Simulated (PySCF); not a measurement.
Si(Cl)3(OSiH3) (Cl3H3OSi2), SMILES [SiH3]O[Si](Cl)(Cl)Cl.

The structure is a stationary point at PBE0-D3(BJ)/def2-SVP. One conformer was computed; it need not be the lowest.

Method: SMD-ωB97X/def2-SVP in PySCF.

Solvation free energies are E(SMD) − E(gas) at the gas-phase geometry, for 1 M in both phases. In vacuum the dipole moment is 1.75 D.

Computed solvation free energies in water, toluene, chloroform:
| solvent | ΔG(solv) (kcal/mol) | its non-electrostatic (CDS) part | dipole (D) |
|---|---|---|---|
| water | 1.4 | 2.7 | 2.07 |
| toluene | -3.9 | -3.3 | 1.92 |
| chloroform | -4.1 | -3.2 | 1.99 |
